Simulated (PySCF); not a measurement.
```xyz
10

C      1.8084    -0.1095     0.3348
C      0.6595     0.0951    -0.3133
C     -0.6545    -0.0613     0.2793
C     -1.8285     0.1275    -0.3214
F     -0.6371    -0.4402     1.5817
H      1.8231    -0.4137     1.3737
H      2.7606     0.0235    -0.1624
H      0.6566     0.3996    -1.3547
H     -1.8561     0.4295    -1.3587
H     -2.7602    -0.0153     0.2075
```

Charge 0, multiplicity 1.

Give the Mulliken and meta-Löwdin atomic charges from TPSSh-D3(BJ)/def2-TZVP (PySCF).


```json
[
 {"atom": "C1", "Mulliken (e)": "-0.24", "meta-Löwdin (e)": "-0.24"},
 {"atom": "C2", "Mulliken (e)": "-0.18", "meta-Löwdin (e)": "-0.13"},
 {"atom": "C3", "Mulliken (e)": "0.26", "meta-Löwdin (e)": "0.30"},
 {"atom": "C4", "Mulliken (e)": "-0.31", "meta-Löwdin (e)": "-0.31"},
 {"atom": "F5", "Mulliken (e)": "-0.20", "meta-Löwdin (e)": "-0.28"},
 {"atom": "H6", "Mulliken (e)": "0.14", "meta-Löwdin (e)": "0.13"},
 {"atom": "H7", "Mulliken (e)": "0.13", "meta-Löwdin (e)": "0.13"},
 {"atom": "H8", "Mulliken (e)": "0.11", "meta-Löwdin (e)": "0.12"},
 {"atom": "H9", "Mulliken (e)": "0.14", "meta-Löwdin (e)": "0.13"},
 {"atom": "H10", "Mulliken (e)": "0.14", "meta-Löwdin (e)": "0.14"}
]
```
